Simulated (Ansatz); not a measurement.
The cluster In2N3⁻. The state is a singlet with charge -1. Geometry PBE0-D4/def2-SVPD; atoms count from 1.

```xyz
5

In   -1.3598    0.6080   -0.5351
In    2.1266   -1.8717    1.1433
N     1.6548    0.3377    0.2998
N    -3.0526    1.2057   -1.1580
N     0.6310   -0.2797    0.2500
```

In the def2 sets In takes a core potential; there is no spin–orbit coupling. At PBE0-D4/def2-TZVPD a quintet of charge -1 lies 1.49 eV below the restricted singlet, each at its own geometry. The structure comes from a short search, and lower isomers may exist.

Q: Estimate the Mulliken populations from the PBE0/def2-TZVPD orbitals of Ansatz.

A: 
```tsv
atom	charge (e)
In1	-0.05
In2	0.00
N3	-0.41
N4	-0.50
N5	-0.04
```
Mulliken values and Mayer orders depend strongly on the basis. With diffuse functions, as here, like atoms can get unlike values, and bond orders can come out too low or too high.

Q: And the Mayer bond orders between bonded heavy atoms (over 0.3)?

A: In1–N4 2.46 (1.90 Å); In1–N5 0.54 (2.32 Å); In2–N3 0.63 (2.41 Å); In2–N5 0.47 (2.36 Å); N3–N5 1.47 (1.20 Å).
